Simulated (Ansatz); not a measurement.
Total energies of C$_{3}$H$_{6}$BN, SMILES `NBC1C=C1`.

```xyz
11

N    -1.873    0.745   -0.539
B    -0.918   -0.141   -0.044
C     0.590    0.225   -0.032
C     1.526   -0.346    1.027
C     1.660   -0.855   -0.138
H    -2.857    0.541   -0.562
H    -1.641    1.652   -0.907
H    -1.294   -1.203    0.375
H     0.870    1.209   -0.429
H     1.802   -0.284    2.065
H     2.134   -1.542   -0.817
```

Charge 0, multiplicity 1. The structure was optimised at the PBE0-D4/def2-TZVP level. It is one conformer, not always the lowest. Basis def2-TZVPP, the Gaussian-basis code of Ansatz.

RPA on PBE orbitals: Hartree–Fock energy of these orbitals -196.20784 Eh, correlation -1.29224 Eh (frozen core).

| functional | energy without D4 (Eh) | D4 term (kJ/mol) |
| --- | --- | --- |
| LDA (SPW92) | -195.71942 | – |
| PBE | -197.28461 | -18.2 |
| revPBE | -197.49601 | -61.6 |
| BLYP | -197.46609 | -40.8 |
| r2SCAN | -197.42962 | -4.6 |
| B97M-V | -197.55897 | – |
| PBE0 | -197.30766 | -15.2 |
| B3LYP | -197.56363 | -29.1 |
| r2SCANh | -197.42130 | -4.8 |
| r2SCAN0 | -197.40972 | -5.3 |
| HSE06 (plane-wave form) | -197.29582 | -14.1 |
| BHLYP | -197.43246 | -20.5 |
| CAM-B3LYP | -197.44242 | -15.2 |
| LC-ωPBE | -197.41380 | – |
| ωB97X-V | -197.49487 | – |
| ωB97M-V | -197.46411 | – |
| B2PLYP | -197.37462 | – |
| PBE-QIDH | -197.27435 | – |

B3LYP takes the VWN-RPA correlation (the form of Gaussian; ORCA's B3LYP/G). HSE06 is the plane-wave form, built on full-range PBE exchange. The double hybrids freeze the cores in their second-order part.

LC-ωPBE has ω = 0.4 bohr⁻¹.
